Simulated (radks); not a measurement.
The strontium ion Sr4+, configuration [Ar] 3d10 4s2 4p4.

All-electron calculation, scalar-relativistic Kohn-Sham, PBEsol, spin-unpolarised, spherical densities, finite nucleus; Fermi nuclear charge, rms radius 4.224 fm. Program: a radial shooting solver on a logarithmic mesh with Libxc functionals.

Energy parts (eV):
total: -86347.986
kinetic: 88544.107
electron-nucleus: -206422.130
Hartree: 34294.139
exchange-correlation: -2764.101

Orbitals (lengths in bohr, moments of r in powers of bohr; <r^-3> diverges for s and p1/2):
1s: occ. 2; eigenvalue (eV) -15975.10; <r> 0.03918; <1/r> 38.97; <r^4> 0.00001105
2s: occ. 2; eigenvalue (eV) -2205.009; <r> 0.1726; <1/r> 8.699; <r^4> 0.002125
2p: occ. 6; eigenvalue (eV) -1965.241; <r> 0.1504; <1/r> 8.495; <r^4> 0.001529; <r^-3> 1802
3s: occ. 2; eigenvalue (eV) -381.0034; <r> 0.4920; <1/r> 2.918; <r^4> 0.1210
3p: occ. 6; eigenvalue (eV) -303.5965; <r> 0.4981; <1/r> 2.765; <r^4> 0.1392; <r^-3> 279.6
3d: occ. 10; eigenvalue (eV) -175.6620; <r> 0.4966; <1/r> 2.513; <r^4> 0.1825; <r^-3> 35.42
4s: occ. 2; eigenvalue (eV) -84.1360; <r> 1.298; <1/r> 1.037; <r^4> 5.375
4p: occ. 4; eigenvalue (eV) -64.6315; <r> 1.441; <1/r> 0.9211; <r^4> 8.492; <r^-3> 37.57

The highest occupied level is 4p at -64.631 eV. The electron density at the nucleus is 6.188e+04 e/bohr^3 (large components only).
